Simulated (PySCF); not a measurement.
C3H5N2, SMILES c1c[nH][nH+]c1, charge +1.

Coordinates come from a TPSSh-D3(BJ)/def2-SVP optimisation. The isomer is the one that the SMILES or the coordinates give; other isomers of the formula were not compared.

All values below come from PBE/def2-TZVP (PySCF).

The molecule is in vacuum.

Computed frontier levels, gap, dipole moment and polarisability:
* **highest occupied level**: -12.33 eV
* **lowest empty level**: -7.22 eV
* **orbital gap**: 5.11 eV
* **dipole moment about the centre of nuclear charge**: 2.43 D
* **mean static polarisability**: 41.4 bohr³ (6.14 Å³)
* **polarisability, principal values**: 25.6, 48.1, 50.5 bohr³
